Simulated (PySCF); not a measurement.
1-chlorocyclobutene (C₄H₅Cl), SMILES ClC1=CCC1. Heavy atoms are numbered as in [Cl:1][C:2]1=[CH:3][CH2:4][CH2:5]1. Hydrogens are named by the atom that carries them.

Geometry optimised at PBE-D3(BJ)/def2-SVP.

All values below come from PySCF with B3LYP/pcSseg-1.

GIAO shieldings, no solvent; atoms alike by connectivity are averaged. δ = σ(ref) − σ: ³⁵Cl against HCl (σ = 933.3 ppm); ¹³C against TMS (σ = 181.3 ppm); ¹H against TMS (σ = 31.68 ppm), references at their B3LYP-D3(BJ)/def2-TZVP geometries, non-relativistic (without spin–orbit terms, shifts of atoms bonded to Cl or Br come out too high).

Question: Estimate the chemical shifts. (Estimate from the structure and the level; the computed values follow.)

Answer: 
| nucleus | atoms | count | δ (ppm) |
|---|---|---|---|
| ³⁵Cl | Cl1 | 1 | 263.0 |
| ¹³C | C2 | 1 | 150.7 |
| ¹³C | C3 (CH) | 1 | 144.9 |
| ¹³C | C5 (CH2) | 1 | 45.3 |
| ¹³C | C4 (CH2) | 1 | 33.4 |
| ¹H | H on C3 | 1 | 6.45 |
| ¹H | H on C5 | 2 | 3.22 |
| ¹H | H on C4 | 2 | 2.97 |
